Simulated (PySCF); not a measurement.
Ligands exchanged one at a time, Ga Cl-Br. Isolated molecules, 0 K electronic values unless said otherwise. Strings in code marks are SMILES.

The HOMO from two functionals at the same geometries (PBE0-D3(BJ)/def2-TZVP), both in PySCF: PBE-D3(BJ)/def2-TZVP and PBE0-D3(BJ)/def2-TZVP. 

```json
[
 {"species": "0 of 3 Cl replaced by Br (`[Cl][Ga]([Cl])[Cl]`)", "PBE0-D3(BJ)/def2-TZVP (eV)": "-9.46"},
 {"species": "1 of 3 Cl replaced by Br (`[Cl][Ga]([Cl])[Br]`)", "PBE0-D3(BJ)/def2-TZVP (eV)": "-9.01"},
 {"species": "2 of 3 Cl replaced by Br", "PBE0-D3(BJ)/def2-TZVP (eV)": "-8.84"},
 {"species": "3 of 3 Cl replaced by Br (`[Br][Ga]([Br])[Br]`)", "PBE0-D3(BJ)/def2-TZVP (eV)": "-8.71"}
]
```

Question: What does PBE-D3(BJ)/def2-TZVP give for each?

Answer: 
- 0 of 3 Cl replaced by Br (`[Cl][Ga]([Cl])[Cl]`): -8.01
- 1 of 3 Cl replaced by Br (`[Cl][Ga]([Cl])[Br]`): -7.68
- 2 of 3 Cl replaced by Br: -7.53
- 3 of 3 Cl replaced by Br (`[Br][Ga]([Br])[Br]`): -7.41
Over these rows, drawn at random from the members with no instability flagged (it was tested for open shells, ions and some series alone), PBE minus PBE0-D3(BJ): mean +1.35 eV, from +1.30 eV to +1.45 eV.
